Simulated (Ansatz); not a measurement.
One change: `[AlH2][InH][Cl]` becomes `[Cl][InH][GeH3]`.

Ansatz, PBE0-D4/def2-TZVP geometries, multiplicity 1. 

Elements past krypton have def2 core potentials. Scalar relativity is left out up to krypton.

```tsv
property	`[AlH2][InH][Cl]`
HOMO–LUMO gap (PBE/def2-TZVPP) / eV	3.02
LUMO energy (ωB97M-V/def2-TZVPP) / eV	-0.82
HOMO energy (PBE0/def2-TZVPP) / eV	-7.24
HOMO energy (B3LYP/def2-TZVPP) / eV	-7.04
HOMO–LUMO gap (PBE0/def2-TZVPP) / eV	4.81
size of the dipole moment (PBE/def2-TZVPP) / D	3.23
```

Problem. Give the same properties after the change, and the shifts. (Best estimate.)

Solution. Computed: 
| property | `[Cl][InH][GeH3]` | shift |
| --- | --- | --- |
| HOMO–LUMO gap (PBE/def2-TZVPP) / eV | 3.74 | 0.72 |
| LUMO energy (ωB97M-V/def2-TZVPP) / eV | -0.56 | 0.26 |
| HOMO energy (PBE0/def2-TZVPP) / eV | -7.68 | -0.44 |
| HOMO energy (B3LYP/def2-TZVPP) / eV | -7.47 | -0.43 |
| HOMO–LUMO gap (PBE0/def2-TZVPP) / eV | 5.55 | 0.74 |
| size of the dipole moment (PBE/def2-TZVPP) / D | 2.78 | -0.45 |

With PBE0 the HOMO falls by 0.44 eV and the LUMO rises by 0.30 eV, so the gap widens by about 0.74 eV. PBE moves the HOMO by -0.37 eV and ωB97M-V by -0.51 eV. The zero-point energy changes by 25.5 kJ/mol with +3 modes. Dipoles are sizes alone; their direction can turn.

B3LYP here is the variant with VWN-RPA as its local correlation; programs differ in this.
